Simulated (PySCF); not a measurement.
A structure optimised at PBE0-D3(BJ)/def2-SVP, used in a PySCF frequency run:

```
Si
H 1 1.4926
C 1 1.8687 2 110.74
H 3 1.1000 1 110.95 2 -57.27
H 3 1.1006 4 108.27 1 121.56
H 3 1.1021 4 108.35 5 117.38
C 1 1.8687 2 110.74 3 125.44
H 7 1.1000 1 110.95 2 57.27
H 7 1.1006 8 108.27 1 -121.56
H 7 1.1021 8 108.35 9 -117.38
Br 1 2.2464 2 106.22 3 -117.28
```

Task: Write its SMILES, formula and point group.

Result: C[SiH](C)Br, C2H7BrSi, Cs

Task: What are its rotational constants (standard atomic weights)?

Result: 5.3149, 1.9753, 1.5736 GHz
